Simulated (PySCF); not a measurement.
ZrOCl2, SMILES [Cl][Zr](=[O])[Cl], multiplicity 1.

Geometry: B3LYP-D3(BJ)/def2-SVP. The multiplicity is an assumed one; other spin states were not compared. The def2 effective core potentials stand for the cores of Zr; spin–orbit coupling is left out.

Computed with PBE/def2-TZVPD run with PySCF.

Symmetry labels are those of the subgroup Cs that the program uses (full group Cs).

Computed valence orbital energies around the gap with their symmetry:
| orbital | symmetry | energy (eV) |
|---|---|---|
| HOMO−7 | A" | -9.27 |
| HOMO−6 | A' | -8.77 |
| HOMO−5 | A' | -8.60 |
| HOMO−4 | A" | -8.56 |
| HOMO−3 | A' | -8.21 |
| HOMO−2 | A" | -8.15 |
| HOMO−1 | A' | -7.68 |
| HOMO | A" | -7.63 |
| LUMO | A' | -4.33 |
| LUMO+1 | A" | -3.53 |
| LUMO+2 | A' | -2.38 |
| LUMO+3 | A' | -1.25 |
